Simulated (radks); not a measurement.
Q: These are the eigenvalues of the occupied orbitals of an atom or ion with whole-number occupations (eV). Calculated with a radial shooting solver on a logarithmic mesh with Libxc functionals: non-relativistic Kohn-Sham, PBE, spin-polarised, spherical densities, point nucleus.

| orbital | eigenvalue |
|---|---|
| 1s down | -6432.710 |
| 1s up | -6432.697 |
| 2s up | -793.5050 |
| 2s down | -791.7669 |
| 2p up | -688.5358 |
| 2p down | -687.2331 |
| 3s up | -142.3468 |
| 3s down | -138.4253 |
| 3p up | -111.8985 |
| 3p down | -108.0439 |
| 3d up | -62.5680 |

Which element is it, and in what charge state? The configuration may be excited. Open shells, if any, are filled with parallel spins first.

A: Z = 25, manganese, charge +4: Mn4+ in [Ar] 3d3. The list shows which subshells hold electrons but not how many an open one holds; the 1s level, -236.4 hartree, gives Z - s = 21.7 by -(Z - s)^2/2, which with screening narrows Z to a few neighbours, and the depths of the outer levels then fix element, charge and occupations together.
